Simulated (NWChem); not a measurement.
**Relativistic effects in HIOSi**

```
Si
O 1 1.6644
H 2 0.9660 1 114.62
I 1 2.4941 2 99.37 3 180.00
```
Charge 0, spin multiplicity 1.

Program: NWChem. The geometry was optimised at PBE0/def2-SVP with def2 effective core potentials on I, a minimum by its harmonic frequencies. It is one conformer; others weren't searched.

Functional B3LYP, all-electron basis x2c-SVPall-2c, contracted for the X2C Hamiltonian and used here with ZORA. The ion keeps the geometry and has multiplicity 2 in the scalar run; the spin-orbit run starts from the same electron counts.

Relative cost: rough, from shared machines, SCF included, scalar ZORA = 1.

B3LYP has NWChem's definition, with VWN1-RPA local correlation. The structure started from a generated list of species. No SCF solution was tested for a lower state.

| Hamiltonian | ΔSCF ionisation energy (eV) | HOMO (eV) | LUMO (eV) | gap (eV) | relative cost |
|---|---|---|---|---|---|
| scalar ZORA | 9.05 | -6.69 | -2.31 | 4.38 | 1 |
| spin-orbit ZORA | … | … | … | … | under 3 |

What belongs in the gaps?


- spin-orbit ZORA, ΔSCF ionisation energy (eV): 8.95
- spin-orbit ZORA, HOMO (eV): -6.59
- spin-orbit ZORA, LUMO (eV): -2.30
- spin-orbit ZORA, gap (eV): 4.29
